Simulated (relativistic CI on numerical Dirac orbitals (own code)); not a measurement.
**Spin-allowed bands of a d3 ion in an octahedral site, by hand**

Problem. A d3 ion in an octahedral site has a 4A2 ground term and spin-allowed bands at ν1 = 23000 and ν2 = 30491 cm⁻¹ (from a computed ligand-field model). Find Δ and the Racah parameter B, and predict the third band.

Working.
1. The F term splits into A2 (−1.2Δ), T2 (−0.2Δ) and T1 (+0.6Δ), so ν1 = E(T2) − E(A2) = Δ = 23000 cm⁻¹.
2. T1(F) mixes with T1(P), which lies at 15B, through an element 0.4Δ. The two roots, counted from A2, are ν2,3 = ½(15B + 3Δ) ∓ ½√[(15B − Δ)² + 12BΔ].
3. Solving the lower root for B gives B = (2ν1² + ν2² − 3ν1ν2)/(15ν2 − 27ν1) = -116177919/-163635 = 710 cm⁻¹.
4. The sum of the roots is 15B + 3Δ, so ν3 = 15B + 3ν1 − ν2 = 49159 cm⁻¹ (203 nm).

Check. The bands were computed by exact diagonalisation of the d3 shell with B = 710 and Δ = 23000 cm⁻¹, which gives ν3 = 49159 cm⁻¹. C does not enter the terms of highest spin.
